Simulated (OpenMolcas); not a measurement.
# Fe: effect of the active space

```yaml
Program: OpenMolcas 26.06
Method: SS-CASPT2, IPEA 0.25 Eh, imaginary shift 0.1 Eh
Basis: ANO-R3
Scalar_Hamiltonian: X2C, finite nucleus
Spin-orbit_coupling: state interaction with AMFI integrals over the reference wave functions, term energies averaged over their components
```

A. 6 electrons in 5 orbitals (3d); 2S+1 = 5 even, 5 roots; 2S+1 = 3 even, 45 roots; 2S+1 = 1 even, 50 roots (35 in the spin-orbit step); closed shells correlated: 3s 3p 4s; CASPT2 step about 30 core-seconds
B. 8 electrons in 6 orbitals (3d 4s); 2S+1 = 5 even, 15 roots; 2S+1 = 3 even, 73 roots kept (CI in the orbitals of an earlier block); 2S+1 = 1 even, 50 roots kept (CI in the orbitals of an earlier block); closed shells correlated: 3s 3p; CASPT2 step about 60 core-seconds

Energies in cm⁻¹ above 3d⁶ 4s² ⁵D₄, the measured ground level; measured values from NIST Handbook of Basic Atomic Spectroscopic Data.

| Level | A | B | Measured |
| --- | --- | --- | --- |
| 3d⁶ 4s² ⁵D₄ | 0.0 | 0.0 | 0.0 |
| 3d⁶ 4s² ⁵D₃ | 428 | 387 | 416 |
| 3d⁶ 4s² ⁵D₂ | 727 | 663 | 704 |
| 3d⁶ 4s² ⁵D₁ | 919 | 843 | 888 |
| 3d⁶ 4s² ⁵D₀ | 1013 | 931 | 978 |
| 3d⁶ 4s² ³H₆ | 18710 | 20470 | 19390 |
| 3d⁶ 4s² ³H₅ | 18920 | 20650 | 19621 |
| 3d⁶ 4s² ³H₄ | 19080 | 20800 | 19788 |
| 3d⁶ 4s² ³G₅ | 23050 | 24070 | 23784 |
| 3d⁶ 4s² ³G₄ | 23420 | 24410 | 24119 |
| 3d⁶ 4s² ³G₃ | 23590 | 24590 | 24339 |

Deviations, from unrounded energies. A percentage is the sum of absolute deviations over the sum of measured energies, with the sign that they share, or ± where signs differ.

```
                        Against measurement  Levels     A     B
             mean absolute deviation (cm-1)      10   440   410
      fine structure of the ground term (%)       4  +3.4  -5.4
other terms of the ground configuration (%)       6  -3.3  +3.0
```

A, B lie about equally close to measurement. The largest miss of B in the table is 3d⁶ 4s² ³H₆, by +1100 cm-1. The ranking rests on the paired levels alone, and a cruder setting can come out closer through cancelling errors.

The spin-orbit steps hold different terms of 3d⁶ 4s² (B lacks ¹D, ¹F, ¹S, a ³F, a ³P), which shifts levels as well.

The two smallest mean deviations differ by little beside CASPT2's spread within terms, so their order carries little weight.

Between A and B the level of the table that moves most is 3d⁶ 4s² ³H₆, by 1800 cm-1 (lowest in A, highest in B). Moves below CASPT2's spread within the term are not significant.

Term energies are means over components that CASPT2 splits; among the terms shown or strongly mixed into the levels shown the widest spread is 1100 cm-1 (3d⁶ 4s² ³G, B). Some high roots are left out of the spin-orbit mixing, which shifts the levels that they would mix with (holds for A). With the s shell closed, the reference lacks s² → p², s² → d² and s → d mixing, so excited terms can stand far too high and out of order, with CASPT2 too (holds for A). Terms from blocks run as CI alone lack orbitals of their own (holds for B). Configurations are named by rounded mean occupations; where the s occupation lies near a half they are strongly mixed, a name can repeat and a true partner stay unpaired (holds for B). Computed and measured levels are paired by configuration, term and J; levels that our copy of the source lacks, or whose pairing is in doubt (as where it misses far off the trend of its configuration), stay unpaired and out of the deviations. Levels of configurations outside the active space are missing. The table leaves out levels that lie high or whose names do not pair safely across all columns.
